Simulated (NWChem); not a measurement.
System: C4H6; SMILES C#CCC

```xyz
10

C      0.2538    -1.9750     0.0000
C     -0.1590    -0.8361     0.0000
C     -0.6345     0.5429     0.0000
C      0.4900     1.5772     0.0000
H      0.6146    -2.9867     0.0000
H     -1.2839     0.6924     0.8798
H     -1.2839     0.6924    -0.8798
H      0.0761     2.5965     0.0000
H      1.1286     1.4659    -0.8885
H      1.1286     1.4659     0.8885
```
Atoms are numbered in this order, from 1.

All runs: NWChem. The geometry was optimised at PBE0/def2-SVP. Level: PBE0/def2-SVP with SMD (1 M gas to 1 M solution), gas-phase geometry.

Task: Predict the results for solvent toluene. Quantities: solvation free energy (kcal/mol); cavity-dispersion-structure term (kcal/mol); dipole in solution (D).

Result: 
```json
{
 "solvation free energy (kcal/mol)": "-3.4",
 "cavity-dispersion-structure term (kcal/mol)": "-1.0",
 "dipole in solution (D)": "0.93"
}
```
